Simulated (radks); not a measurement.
Neutral sulfur, configuration [Ne] 3s2 3p4. Method: non-relativistic Kohn-Sham, PBE, spin-polarised, spherical densities, point nucleus; open shells are filled with parallel spins first; hard spherical wall at 7 bohr; computed with a radial shooting solver on a logarithmic mesh with Libxc functionals.

Radial electron density D(r) = 4 pi r^2 rho(r):

| r (bohr) | D(r) (e/bohr) | spin D(r) |
|---|---|---|
| 0.01201 | 3.299 | -0.0000722 |
| 0.01365 | 4.044 | -0.0000704 |
| 0.01539 | 4.863 | -0.0000576 |
| 0.01735 | 5.807 | -0.0000260 |
| 0.01972 | 6.955 | 0.0000427 |
| 0.02224 | 8.161 | 0.000160 |
| 0.02507 | 9.480 | 0.000358 |
| 0.02827 | 10.89 | 0.000681 |
| 0.03213 | 12.45 | 0.00123 |
| 0.03622 | 13.90 | 0.00205 |
| 0.04084 | 15.28 | 0.00327 |
| 0.04642 | 16.57 | 0.00525 |
| 0.05233 | 17.52 | 0.00798 |
| 0.05901 | 18.13 | 0.0119 |
| 0.06707 | 18.32 | 0.0178 |
| 0.07562 | 18.04 | 0.0255 |
| 0.08526 | 17.32 | 0.0359 |
| 0.09613 | 16.26 | 0.0495 |
| 0.1093 | 14.91 | 0.0680 |
| 0.1232 | 13.65 | 0.0894 |
| 0.1389 | 12.65 | 0.115 |
| 0.1579 | 12.09 | 0.144 |
| 0.178 | 12.20 | 0.174 |
| 0.2007 | 12.93 | 0.201 |
| 0.2281 | 14.24 | 0.222 |
| 0.2572 | 15.67 | 0.232 |
| 0.2899 | 16.92 | 0.225 |
| 0.3269 | 17.61 | 0.201 |
| 0.3715 | 17.41 | 0.156 |
| 0.4189 | 16.22 | 0.101 |
| 0.4723 | 14.18 | 0.0454 |
| 0.5368 | 11.39 | 0.00271 |
| 0.6053 | 8.652 | -0.00340 |
| 0.6824 | 6.225 | 0.0389 |
| 0.7756 | 4.323 | 0.147 |
| 0.8745 | 3.309 | 0.306 |
| 0.986 | 2.965 | 0.511 |
| 1.112 | 3.073 | 0.736 |
| 1.264 | 3.369 | 0.950 |
| 1.425 | 3.559 | 1.08 |
| 1.606 | 3.515 | 1.13 |
| 1.826 | 3.179 | 1.07 |
| 2.058 | 2.659 | 0.928 |
| 2.321 | 2.050 | 0.740 |
| 2.638 | 1.422 | 0.527 |
| 2.974 | 0.9292 | 0.349 |
| 3.353 | 0.5598 | 0.211 |
| 3.781 | 0.3101 | 0.115 |
| 4.297 | 0.1489 | 0.0537 |
| 4.845 | 0.06600 | 0.0228 |
| 5.463 | 0.02401 | 0.00784 |
| 6.208 | 0.004808 | 0.00148 |

D(r) has 3 maxima, at r = 0.0660, 0.340, 1.48 bohr, and minima at 0.164, 1.01 bohr, inside which lie 2.18, 10.36 electrons.
